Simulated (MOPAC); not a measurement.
MOPAC input (PM7):

```
PM7 PRECISE GNORM=0.05 LET XYZ UHF MS=0.5 GEO-OK AUX(PRECISION=9) THREADS=1
H7N2Si2

N     0.65344700 1    1.98905200 1   -0.47364600 1
Si    0.96989100 1    0.35039300 1   -0.89829500 1
Si   -0.21275900 1   -0.90175000 1    0.75931700 1
N    -1.92263100 1   -0.68297900 1    0.77340000 1
H    -0.20111600 1    2.37937000 1   -0.87334000 1
H     2.42023900 1    0.06815400 1   -0.76896700 1
H     0.50688900 1   -0.09778800 1   -2.24408700 1
H     0.32155200 1   -0.52163100 1    2.08625200 1
H     0.05705800 1   -2.33566100 1    0.48183700 1
H    -2.32358000 1    0.17767700 1    1.11183700 1
H    -2.49661100 1   -1.09363000 1    0.05388500 1
```

Output:

```
 *******************************************************************************
 **                                                                           **
 **                              MOPAC v23.2.5                                **
 **                                                                           **
 *******************************************************************************
 ** MOPAC's Digital Object Identifier: https://doi.org/10.5281/zenodo.6511958 **
 **                                                                           **
 ** Please cite the open-source release paper for use of this MOPAC version:  **
 ** J. E. Moussa and J. J. P. Stewart (2026)                                  **
 ** MOPAC: An open-source semiempirical molecular orbital program             **
 ** J. Open Source Softw., 11(119), 8025, https://doi.org/10.21105/joss.08025 **
 *******************************************************************************

                              PM7 CALCULATION RESULTS

 *******************************************************************************
 *  PM7        - The PM7 Hamiltonian to be used
 *  GEO-OK     - OVERRIDE INTERATOMIC DISTANCE AND OTHER SAFETY CHECKS
 *  UHF        - UNRESTRICTED HARTREE-FOCK CALCULATION
 *  MS=        - IN MECI, MAGNETIC COMPONENT OF SPIN =  0.5
 *  LET        - OVERRIDE SOME SAFETY CHECKS
 *  PRECISE    - TIGHTER CRITERIA TO BE USED
 *  XYZ        - CARTESIAN COORDINATE SYSTEM TO BE USED
 *  GNORM      - EXIT WHEN GRADIENT NORM DROPS BELOW 0.050
 *  AUX        - OUTPUT AUXILIARY INFORMATION
 *******************************************************************************
PM7 PRECISE GNORM=0.05 LET XYZ UHF MS=0.5 GEO-OK AUX(PRECISION=9) THREADS=1
 H7N2Si2

   ATOM   CHEMICAL          X               Y               Z
  NUMBER   SYMBOL      (ANGSTROMS)     (ANGSTROMS)     (ANGSTROMS)

     1       N          0.65344700  *   1.98905200  *  -0.47364600  *
     2      Si          0.96989100  *   0.35039300  *  -0.89829500  *
     3      Si         -0.21275900  *  -0.90175000  *   0.75931700  *
     4       N         -1.92263100  *  -0.68297900  *   0.77340000  *
     5       H         -0.20111600  *   2.37937000  *  -0.87334000  *
     6       H          2.42023900  *   0.06815400  *  -0.76896700  *
     7       H          0.50688900  *  -0.09778800  *  -2.24408700  *
     8       H          0.32155200  *  -0.52163100  *   2.08625200  *
     9       H          0.05705800  *  -2.33566100  *   0.48183700  *
    10       H         -2.32358000  *   0.17767700  *   1.11183700  *
    11       H         -2.49661100  *  -1.09363000  *   0.05388500  *

          CARTESIAN COORDINATES

    NO.       ATOM           X           Y           Z

     1         N          0.6534      1.9891     -0.4736
     2        Si          0.9699      0.3504     -0.8983
     3        Si         -0.2128     -0.9018      0.7593
     4         N         -1.9226     -0.6830      0.7734
     5         H         -0.2011      2.3794     -0.8733
     6         H          2.4202      0.0682     -0.7690
     7         H          0.5069     -0.0978     -2.2441
     8         H          0.3216     -0.5216      2.0863
     9         H          0.0571     -2.3357      0.4818
    10         H         -2.3236      0.1777      1.1118
    11         H         -2.4966     -1.0936      0.0539

 General Reference for PM7:
 "Optimization of Parameters for Semiempirical Methods VI: More Modifications to the
 NDDO Approximations and Re-optimization of Parameters", J. J. P. Stewart, J. Mol. Mod., 1:32, 19 (2013)
 https://link.springer.com/article/10.1007/s00894-012-1667-x

           Empirical Formula: H7 N2 Si2  =    11 atoms

      MOLECULAR POINT GROUP   :   C1

          UHF CALCULATION, NO. OF ALPHA ELECTRONS =   13
                           NO. OF BETA  ELECTRONS =   12

          Geometry optimization using EF

          DIAGONAL MATRIX USED AS START HESSIAN

 CYCLE:     1  GRAD.:    80.898 HEAT:  25.77118
 CYCLE:     2  GRAD.:   134.006 HEAT:  28.99467
 CYCLE:     3  GRAD.:   100.499 HEAT:  26.47996
 CYCLE:     4  GRAD.:   116.466 HEAT:  25.83444
 CYCLE:     5  GRAD.:   181.082 HEAT:  32.68990
 CYCLE:     6  GRAD.:    92.406 HEAT:  25.40695
 CYCLE:     7  GRAD.:   124.043 HEAT:  27.69705
 CYCLE:     8  GRAD.:   116.611 HEAT:  26.35002
 CYCLE:     9  GRAD.:    80.322 HEAT:  23.76908
 CYCLE:    10  GRAD.:    87.774 HEAT:  24.42239
 CYCLE:    11  GRAD.:    45.253 HEAT:  21.39023
 CYCLE:    12  GRAD.:    33.907 HEAT:  21.05335
 CYCLE:    13  GRAD.:    23.297 HEAT:  20.70525
 CYCLE:    14  GRAD.:    10.182 HEAT:  20.46018
 CYCLE:    15  GRAD.:     6.966 HEAT:  20.42322
 CYCLE:    16  GRAD.:     7.505 HEAT:  20.41743
 CYCLE:    17  GRAD.:     2.911 HEAT:  20.38850
 CYCLE:    18  GRAD.:     3.481 HEAT:  20.38185
 CYCLE:    19  GRAD.:     1.605 HEAT:  20.36866
 CYCLE:    20  GRAD.:     3.959 HEAT:  20.35435
 CYCLE:    21  GRAD.:     4.382 HEAT:  20.34417
 CYCLE:    22  GRAD.:     1.327 HEAT:  20.33353
 CYCLE:    23  GRAD.:     0.787 HEAT:  20.32845
 CYCLE:    24  GRAD.:     0.860 HEAT:  20.32570
 CYCLE:    25  GRAD.:     0.644 HEAT:  20.32272
 CYCLE:    26  GRAD.:     0.417 HEAT:  20.32148
 CYCLE:    27  GRAD.:     0.429 HEAT:  20.32027
 CYCLE:    28  GRAD.:     0.556 HEAT:  20.31915
 CYCLE:    29  GRAD.:     0.461 HEAT:  20.31788
 CYCLE:    30  GRAD.:     0.378 HEAT:  20.31677
 CYCLE:    31  GRAD.:     0.223 HEAT:  20.31636
 CYCLE:    32  GRAD.:     0.167 HEAT:  20.31606
 CYCLE:    33  GRAD.:     0.106 HEAT:  20.31598
 CYCLE:    34  GRAD.:     0.103 HEAT:  20.31589
 CYCLE:    35  GRAD.:     0.098 HEAT:  20.31584
 CYCLE:    36  GRAD.:     0.088 HEAT:  20.31579
 CYCLE:    37  GRAD.:     0.072 HEAT:  20.31576
 CYCLE:    38  GRAD.:     0.031 HEAT:  20.31575

     GRADIENT =  0.03082 IS LESS THAN CUTOFF =  0.05000

 -------------------------------------------------------------------------------
 PM7 PRECISE GNORM=0.05 LET XYZ UHF MS=0.5 GEO-OK AUX(PRECISION=9) THREADS=1
 H7N2Si2

     GEOMETRY OPTIMISED USING EIGENVECTOR FOLLOWING (EF).
     SCF FIELD WAS ACHIEVED

                              PM7 CALCULATION
                                                       MOPAC v23.2.5 Linux

          FINAL HEAT OF FORMATION =         20.31575 KCAL/MOL =      85.00110 KJ/MOL

          COSMO AREA              =        136.36 SQUARE ANGSTROMS
          COSMO VOLUME            =        130.97 CUBIC ANGSTROMS

          GRADIENT NORM           =          0.03082          =       0.00929 PER ATOM
          IONIZATION POTENTIAL    =          9.423926 EV
          ALPHA SOMO LUMO (EV)    =         -9.424  0.256
          BETA  SOMO LUMO (EV)    =         -9.538 -0.820
          NO. OF ALPHA ELECTRONS  =         13
          NO. OF BETA  ELECTRONS  =         12
          MOLECULAR WEIGHT        =         91.2397         POINT GROUP:  C1

          MOLECULAR DIMENSIONS (Angstroms)

            Atom       Atom       Distance
            H     9    H     5     5.05141
            H     6    H    10     5.02974
            H     7    H     8     3.59923

          SCF CALCULATIONS        =         39

   ATOM   CHEMICAL          X               Y               Z
  NUMBER   SYMBOL      (ANGSTROMS)     (ANGSTROMS)     (ANGSTROMS)

     1       N          0.58647856  *   1.97702987  *  -0.43630087  *
     2      Si          0.91911317  *   0.28098486  *  -0.84319384  *
     3      Si         -0.15411763  *  -0.88617590  *   0.71346613  *
     4       N         -1.91153647  *  -0.66370128  *   0.74691494  *
     5       H         -0.07425805  *   2.52430505  *  -0.96359193  *
     6       H          2.36782395  *   0.09113077  *  -0.74116787  *
     7       H          0.48318754  *  -0.11250845  *  -2.18383017  *
     8       H          0.37187013  *  -0.51193119  *   2.03086484  *
     9       H          0.11393792  *  -2.31076265  *   0.48672817  *
    10       H         -2.31310044  *   0.18767771  *   1.11593592  *
    11       H         -2.49824995  *  -1.03429077  *   0.01316318  *

                             CARTESIAN COORDINATES

   1    N        0.586478562     1.977029872    -0.436300873
   2   Si        0.919113175     0.280984860    -0.843193845
   3   Si       -0.154117632    -0.886175897     0.713466131
   4    N       -1.911536469    -0.663701283     0.746914939
   5    H       -0.074258048     2.524305048    -0.963591929
   6    H        2.367823951     0.091130770    -0.741167873
   7    H        0.483187541    -0.112508455    -2.183830166
   8    H        0.371870130    -0.511931191     2.030864838
   9    H        0.113937920    -2.310762650     0.486728169
  10    H       -2.313100438     0.187677706     1.115935920
  11    H       -2.498249947    -1.034290774     0.013163179

           Empirical Formula: H7 N2 Si2  =    11 atoms

      MOLECULAR POINT GROUP   :   C1

          ALPHA EIGENVALUES
 -35.62239 -33.90088 -19.61110 -16.70363 -16.27492 -15.34096 -14.14399 -13.45693
 -12.80900 -12.51897 -11.33868 -11.19164  -9.42393   0.25645   0.90853   1.45157
   2.26381   2.48740   5.02945   5.55087   6.69620   6.93874   8.51659  19.49832
  19.62577  20.66507  20.85390  21.13556  22.53776  22.74319  22.86888  23.63136
  24.00385

           BETA EIGENVALUES
 -35.60982 -31.51025 -19.45834 -16.69716 -16.01077 -14.91542 -14.11627 -12.92487
 -12.64384 -11.94854 -10.18615  -9.53806  -0.82035   0.66192   1.06441   1.71204
   2.28993   2.52805   5.06465   5.89989   6.80762   6.94241   8.54655  19.50227
  19.75097  20.67012  20.86343  21.21540  22.55490  22.77464  22.87621  23.68064
  24.02931

              NET ATOMIC CHARGES AND DIPOLE CONTRIBUTIONS

  ATOM NO.   TYPE          CHARGE      No. of ELECS.   s-Pop       p-Pop       d-Pop
    1          N          -0.499037        5.4990     1.75054     3.74850
    2         Si           0.055691        3.9443     0.87370     2.91007     0.16054
    3         Si           0.156443        3.8436     0.87839     2.79163     0.17354
    4          N          -0.791117        5.7911     1.56842     4.22269
    5          H           0.257098        0.7429     0.74290
    6          H           0.066917        0.9331     0.93308
    7          H           0.041662        0.9583     0.95834
    8          H           0.077917        0.9221     0.92208
    9          H           0.068051        0.9319     0.93195
   10          H           0.284496        0.7155     0.71550
   11          H           0.281879        0.7181     0.71812
 DIPOLE           X         Y         Z       TOTAL
 POINT-CHG.     0.387    -1.774    -0.885     2.020
 HYBRID        -1.719     1.297    -0.973     2.363
 SUM           -1.332    -0.478    -1.858     2.335

          ATOMIC ORBITAL ELECTRON POPULATIONS

     Atom    s        px        py        pz      x^2-y^2     xz        z^2       yz        xy
    1  N   1.75054   1.16550   1.25671   1.32629
    2 Si   0.87370   1.08010   0.76941   1.06056   0.04724   0.01236   0.03498   0.03963   0.02633
    3 Si   0.87839   0.67377   1.05379   1.06407   0.04839   0.04775   0.02914   0.01232   0.03594
    4  N   1.56842   1.25439   1.44085   1.52745
    5  H   0.74290
    6  H   0.93308
    7  H   0.95834
    8  H   0.92208
    9  H   0.93195
   10  H   0.71550
   11  H   0.71812

                    (SZ)    =    0.500000
                    (S**2)  =    0.762568

          ATOMIC ORBITAL SPIN POPULATIONS

    Atom   Total    s     px     py     pz   x^2-y^2  xz     z^2    yz     xy
         Atomic
    1  N  1.0629  0.018  0.522  0.149  0.375
    2 Si -0.1159 -0.012 -0.025 -0.074 -0.021  0.003  0.000  0.000  0.004  0.007
    3 Si  0.0693  0.007  0.013  0.018  0.031  0.001 -0.000  0.000 -0.000 -0.000
    4  N  0.0042  0.001 -0.001  0.002  0.003
    5  H -0.0419 -0.042
    6  H  0.0198  0.020
    7  H  0.0035  0.003
    8  H -0.0024 -0.002
    9  H  0.0005  0.000
   10  H  0.0000  0.000
   11  H  0.0001  0.000

 **********************
 *                    *
 * JOB ENDED NORMALLY *
 *                    *
 **********************

 == MOPAC DONE ==
```

The geometry given is a B3LYP-D3(BJ)/def2-TZVP minimum.
